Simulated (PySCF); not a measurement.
Delta-SCF ions had no search for a lower state. Excitations are Tamm–Dancoff values on a coarser integration grid. The basis has no diffuse functions, so Rydberg states are missing or too high.

Cartesian coordinates (Å):
SMILES: S[SiH]1C=CC=C1
```xyz
12

S      2.8748    -0.1919    -0.2926
Si     0.9650    -0.2605     0.6622
C     -0.3221    -1.3280    -0.1585
C     -1.3589    -0.5276    -0.4428
C     -1.2261     0.9013    -0.0743
C     -0.0801     1.2741     0.5125
H      2.3713     0.1631    -1.4874
H      1.2851    -0.6505     2.0591
H     -0.3142    -2.3854    -0.3873
H     -2.2720    -0.8718    -0.9217
H     -2.0436     1.5850    -0.2882
H      0.1208     2.2920     0.8189
```
Charge 0, multiplicity 1.

Question: What total energy, brightest of the four lowest singlets (TDA) and vertical ionisation energy (Delta-SCF) does PBE-D3(BJ)/def2-TZVP // PBE0-D3(BJ)/def2-TZVP run with PySCF 2.14.0 give?

Answer: 
```yaml
total_energy: -22946.72 eV
brightest of the four lowest singlets (TDA): 4.37 eV
vertical ionisation energy (Delta-SCF): 8.47 eV
```
